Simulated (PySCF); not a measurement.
Ligands exchanged one at a time, B H-SiH3. Isolated molecules, 0 K electronic values unless said otherwise. Strings in code marks are SMILES.

The S1–T1 gap (TDA) from two functionals at the same geometries (B3LYP-D3(BJ)/def2-TZVP), both in PySCF: PBE-D3(BJ)/def2-TZVP and TPSSh-D3(BJ)/def2-TZVP. Excitations are Tamm–Dancoff values on a coarser integration grid. The basis has no diffuse functions, so Rydberg states are missing or too high.

```csv
species,PBE-D3(BJ)/def2-TZVP (eV),TPSSh-D3(BJ)/def2-TZVP (eV)
1 of 3 H replaced by SiH3,0.95,1.02
2 of 3 H replaced by SiH3 (`[SiH3]B[SiH3]`),0.83,0.90
3 of 3 H replaced by SiH3 (`[SiH3]B([SiH3])[SiH3]`),0.70,0.79
```

Over these rows, drawn at random from the members with no instability flagged (it was tested for open shells, ions and some series alone), PBE minus TPSSh-D3(BJ): mean -0.08 eV, from -0.09 eV to -0.07 eV.
